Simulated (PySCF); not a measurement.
Harmonic spectrum computed at PBE0 in the def2-TZVP basis family (core potentials from Rb on, PySCF, no spin–orbit coupling):

```tsv
symmetry	ω (cm⁻¹)	IR (km/mol, summed over degenerate members)
e	73	5.7
a1	78	4.4
a1	293	7.2
e	304	94.5
```

Q: Which molecule gave it? In each, all ligands are bound to the one heavy central atom.
A. BCl₃ (singlet)
B. AlCl₃ (singlet)
C. PbCl₃ (doublet)
D. SiCl₃ (doublet)

A: C. It has C3v symmetry with Pb–Cl 2.448 Å (×3).
